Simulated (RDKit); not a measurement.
A run for RDKit: UFF on B2H4O5 (SMILES OB(O)OB(O)O).

```python
from rdkit import Chem
from rdkit.Chem import AllChem, rdDetermineBonds

blocks = [
'''11

O    -1.08060494   -0.10525569   -1.48385635
B    -0.79756946   -0.79052468   -0.33342335
O    -1.58272530   -1.77460988    0.20372030
O     0.37283823   -0.52053443    0.31714079
B     1.02557920    0.65737054    0.55474241
O     2.37099978    0.65359353    0.80793437
O     0.33836566    1.83318396    0.58417545
H    -1.92489189   -0.31464899   -1.89597269
H    -2.38087189   -1.97967390   -0.29342449
H     2.73872835   -0.23735573    0.76226125
H     0.92005226    2.57845527    0.77660231
''',
]
mol = None
for b in blocks:
    f = Chem.MolFromXYZBlock(b)
    rdDetermineBonds.DetermineBonds(f, charge=0)
    mol = f if mol is None else Chem.CombineMols(mol, f)
Chem.SanitizeMol(mol)
print(Chem.MolToSmiles(Chem.RemoveHs(mol)))
ff = AllChem.UFFGetMoleculeForceField(mol, vdwThresh=100.0, ignoreInterfragInteractions=False)
e = ff.CalcEnergy()
print(f'UFF energy {e:.6f} kcal/mol')
```

Output:

```
OB(O)OB(O)O
UFF energy 110.467430 kcal/mol
```

The run finished.

Cost: roughly 0.03 core-seconds.
